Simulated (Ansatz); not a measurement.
C₂H₇FSSi (`CC[SiH](F)S`). Charge 0, multiplicity 1. Geometry: relaxed with PBE0-D4/def2-TZVP. It is one conformer, not always the lowest.

```xyz
12

C    -1.644    0.160    0.450
C    -0.128    0.247    0.618
Si    0.815   -0.551   -0.771
F     0.333    0.135   -2.138
S     2.920   -0.376   -0.539
H    -2.162    0.638    1.284
H    -1.982   -0.879    0.406
H    -1.971    0.650   -0.469
H     0.191    1.293    0.689
H     0.192   -0.231    1.550
H     0.559   -2.005   -0.901
H     2.877    0.918   -0.179
```

What is the dipole moment at PBE/def2-TZVPP? (Best estimate.)

Computed: 2.07 D, with components (-0.85, 0.64, 1.78) D in this frame, pointing from negative to positive charge.

And with r2SCAN, B3LYP, ωB97M-V? (Estimate.)

Computed: r2SCAN 2.13 D, B3LYP 2.09 D, ωB97M-V 2.08 D.

Give the Mulliken charges with PBE, ωB97M-V, B3LYP in def2-TZVPP. (Best estimate.)

Ansatz gave: 
```
atom    PBE  ωB97M-V  B3LYP
  C1  -0.26    -0.32  -0.26
  C2  -0.22    -0.31  -0.23
 Si3   0.55     0.57   0.64
  F4  -0.28    -0.31  -0.33
  S5  -0.26    -0.25  -0.27
  H6   0.08     0.11   0.09
  H7   0.09     0.11   0.09
  H8   0.10     0.12   0.10
  H9   0.08     0.10   0.07
 H10   0.09     0.11   0.09
 H11  -0.09    -0.05  -0.10
 H12   0.11     0.11   0.10
```

B3LYP here is the variant with VWN-RPA as its local correlation; programs differ in this.
